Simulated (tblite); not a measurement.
Parent: `[CH3:1][C@@H:2]1[CH2:3][C@:4]1([CH3:5])[C:6](=[O:7])[Cl:8]` with C3–C4–C6–O7 -20°, C6H9ClO.

Computed geometry: GFN2-xTB, gas phase. One conformer each, not checked by frequencies here.

```csv
coordinate of the parent,value
C1–C2,1.504 Å
C2–C3,1.485 Å
C3–C4,1.521 Å
C4–C5,1.511 Å
C4–C6,1.465 Å
C6=O7,1.191 Å
C6–Cl8,1.777 Å
C2–C4,1.534 Å
C1–C2–C3,121.4°
C1–C2–C4,122.6°
C3–C2–C4,60.5°
C2–C3–C4,61.4°
C3–C4–C5,118.5°
C3–C4–C6,114.7°
C5–C4–C6,118.3°
C2–C4–C3,58.2°
C2–C4–C5,117.1°
C2–C4–C6,116.3°
C4–C6–O7,128.0°
C4–C6–Cl8,113.7°
O7–C6–Cl8,118.3°
```

**Question.** How does the shared frame change in `[CH3:1][C:2]1([CH3:3])[CH2:4][C@:5]1([CH3:6])[C:7](=[O:8])[Cl:9]` with C4–C5–C7–O8 -12°, C7H11ClO? Atoms pair as C1 = C3, C2 = C2, C3 = C4, C4 = C5, C5 = C6, C6 = C7, O7 = O8, Cl8 = Cl9 (parent first).

**Answer.** 
| parent | relative | value in the relative | change |
| --- | --- | --- | --- |
| C1–C2 | C3–C2 | 1.511 Å | +0.007 |
| C2–C3 | C2–C4 | 1.488 Å | +0.003 |
| C3–C4 | C4–C5 | 1.521 Å | 0.000 |
| C4–C5 | C5–C6 | 1.513 Å | +0.002 |
| C4–C6 | C5–C7 | 1.465 Å | 0.000 |
| C6=O7 | C7=O8 | 1.191 Å | 0.000 |
| C6–Cl8 | C7–Cl9 | 1.780 Å | +0.003 |
| C2–C4 | C2–C5 | 1.545 Å | +0.011 |
| C1–C2–C3 | C3–C2–C4 | 119.3° | -2.1 |
| C1–C2–C4 | C3–C2–C5 | 119.7° | -2.9 |
| C3–C2–C4 | C4–C2–C5 | 60.1° | -0.4 |
| C2–C3–C4 | C2–C4–C5 | 61.8° | +0.4 |
| C3–C4–C5 | C4–C5–C6 | 119.7° | +1.2 |
| C3–C4–C6 | C4–C5–C7 | 114.8° | +0.1 |
| C5–C4–C6 | C6–C5–C7 | 116.7° | -1.6 |
| C2–C4–C3 | C2–C5–C4 | 58.1° | -0.1 |
| C2–C4–C5 | C2–C5–C6 | 119.2° | +2.1 |
| C2–C4–C6 | C2–C5–C7 | 115.7° | -0.6 |
| C4–C6–O7 | C5–C7–O8 | 128.3° | +0.3 |
| C4–C6–Cl8 | C5–C7–Cl9 | 113.6° | -0.1 |
| O7–C6–Cl8 | O8–C7–Cl9 | 118.1° | -0.2 |

Of the parent's bonds, C2–C4 changes most (+0.011 Å). Bonds of the relative outside the shared frame: C1–C2 1.512 Å. Point group C1 → C1.

**Question.** How does the shared frame change in `[CH3:1][CH2:2][C@@:3]1([CH3:4])[CH2:5][C@@:6]1([CH3:7])[C:8](=[O:9])[Cl:10]` with C1–C2–C3–C4 -75°, C5–C6–C8–O9 15°, C8H13ClO? Atoms pair as C1 = C4, C2 = C3, C3 = C5, C4 = C6, C5 = C7, C6 = C8, O7 = O9, Cl8 = Cl10 (parent first).

**Answer.** 
```tsv
parent	relative	value in the relative	change
C1–C2	C4–C3	1.513 Å	+0.009
C2–C3	C3–C5	1.488 Å	+0.003
C3–C4	C5–C6	1.520 Å	-0.001
C4–C5	C6–C7	1.513 Å	+0.002
C4–C6	C6–C8	1.463 Å	-0.002
C6=O7	C8=O9	1.192 Å	+0.001
C6–Cl8	C8–Cl10	1.779 Å	+0.002
C2–C4	C3–C6	1.550 Å	+0.016
C1–C2–C3	C4–C3–C5	119.6°	-1.8
C1–C2–C4	C4–C3–C6	115.9°	-6.7
C3–C2–C4	C5–C3–C6	60.0°	-0.5
C2–C3–C4	C3–C5–C6	62.1°	+0.7
C3–C4–C5	C5–C6–C7	119.4°	+0.9
C3–C4–C6	C5–C6–C8	114.9°	+0.2
C5–C4–C6	C7–C6–C8	116.5°	-1.8
C2–C4–C3	C3–C6–C5	58.0°	-0.2
C2–C4–C5	C3–C6–C7	118.9°	+1.8
C2–C4–C6	C3–C6–C8	116.4°	+0.1
C4–C6–O7	C6–C8–O9	128.2°	+0.2
C4–C6–Cl8	C6–C8–Cl10	113.8°	+0.1
O7–C6–Cl8	O9–C8–Cl10	117.9°	-0.4
```

Of the parent's bonds, C2–C4 changes most (+0.016 Å). Bonds of the relative outside the shared frame: C1–C2 1.528, C2–C3 1.518 Å. Point group C1 → C1.
